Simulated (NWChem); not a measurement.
A series in which one site is exchanged, each optimised at PBE0/def2-SVP with NWChem, gas phase unless a solvent is named. This build's default masses of Se (78.918 u) and Br (79.917 u) are each other's, which moves their modes by up to 0.6 %.

A: BrC(Cl)Cl (CHBrCl₂; site = H)
B: ClC(Cl)(Br)Br (CBr2Cl2; site = Br)
C: ClC(Cl)(Cl)Br (CBrCl3; site = Cl)
D: FC(Cl)(Cl)Br (CBrCl$_{2}$F; site = F)

Values for A:

| Property | Result |
|---|---|
| dipole (D), PBE0/def2-SVP | 1.10 |
| orbital gap (eV), PBE0/def2-SVP | 7.36 |
| highest harmonic frequency (cm⁻¹), PBE0/def2-SVP | 3196 |
| SMD solvation free energy in water, PBE0/def2-SVP (kcal/mol) | -1.2 |

Q: How do these values change for the other members?

A: 
```csv
change from A,B,C,D
"dipole (D), PBE0/def2-SVP",-1.02,-1.05,-0.76
"orbital gap (eV), PBE0/def2-SVP",-0.98,-0.42,-0.17
"highest harmonic frequency (cm⁻¹), PBE0/def2-SVP",-2404,-2401,-2022
"SMD solvation free energy in water, PBE0/def2-SVP (kcal/mol)",+0.9,+1.6,+2.2
```
